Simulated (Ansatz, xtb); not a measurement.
# Worked example: CH2BrF + C2H6O → CH3FO + C2H5Br

Species: CH2BrF (bromofluoromethane) `FCBr`, singlet; C2H6O (ethanol) `CCO`, singlet; CH3FO `OCF`, singlet; C2H5Br (bromoethane) `CCBr`, singlet. The partners trade Br for OH; both sit on C, so the bond types are kept.

Shapes, held fixed at every level: PBE0-D4/def2-TZVP. Flexible molecules stand in one conformer, not always the lowest. Programs: Ansatz 0.2.0, xtb 6.7.1. The zero-point and thermal change to 298 K, harmonic and unscaled (PBE0-D4/def2-TZVP), is +1.4 kJ/mol.

At CCSD(T)/def2-TZVPP; 1 Eh = 2625.50 kJ/mol:

```
species   energy (Eh)
 CH2BrF  -2711.672087
  C2H6O   -154.800182
  CH3FO   -214.704475
 C2H5Br  -2651.785490
```

Work out ΔH(298 K) of the reaction at this level.


1. Products less reactants: (-214.704475) + (-2651.785490) − [(-2711.672087) + (-154.800182)] = -0.017696 Eh = -46.5 kJ/mol.
2. With the thermal change: -46.5 + (+1.4) = -45.1 kJ/mol.

Other levels give -52.5 (HF/def2-SVP) to -41.3 kJ/mol (SPW92/def2-TZVPP). No measured value is set beside it here. Relativity is left out for Br unless named. Correlated rows may include outer-core shells of Br, which these sets cover unevenly.
